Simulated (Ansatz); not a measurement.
One change: `N=C(F)[S][GeH3]` becomes `[CH3][GeH2][C](=N)F`.

Ansatz, PBE0-D4/def2-TZVP geometries, multiplicity 1. Each molecule was computed in one conformer, which needn't be the lowest.

Scalar relativity is left out up to krypton.

```csv
property,`N=C(F)[S][GeH3]`
LUMO energy (PBE0/def2-TZVPP) / eV,-0.38
size of the dipole moment (PBE/def2-TZVPP) / D,2.24
LUMO energy (PBE/def2-TZVPP) / eV,-1.31
size of the dipole moment (ωB97M-V/def2-TZVPP) / D,2.34
HOMO–LUMO gap (PBE/def2-TZVPP) / eV,5.03
HOMO energy (PBE0/def2-TZVPP) / eV,-7.52
```

Give the same properties after the change, and the shifts. (Best estimate.)

Computed: 
| property | `[CH3][GeH2][C](=N)F` | shift |
| --- | --- | --- |
| LUMO energy (PBE0/def2-TZVPP) / eV | -0.47 | -0.09 |
| size of the dipole moment (PBE/def2-TZVPP) / D | 3.08 | 0.84 |
| LUMO energy (PBE/def2-TZVPP) / eV | -1.50 | -0.19 |
| size of the dipole moment (ωB97M-V/def2-TZVPP) / D | 3.37 | 1.03 |
| HOMO–LUMO gap (PBE/def2-TZVPP) / eV | 5.02 | -0.01 |
| HOMO energy (PBE0/def2-TZVPP) / eV | -7.96 | -0.44 |

With PBE0 the HOMO falls by 0.44 eV and the LUMO falls by 0.09 eV, so the gap widens by about 0.35 eV. PBE moves the HOMO by -0.18 eV and ωB97M-V by -0.64 eV. The zero-point energy changes by 71.3 kJ/mol with +6 modes. Dipoles are sizes alone; their direction can turn.

Positive LUMOs are unbound, so they and the gaps depend on the basis.
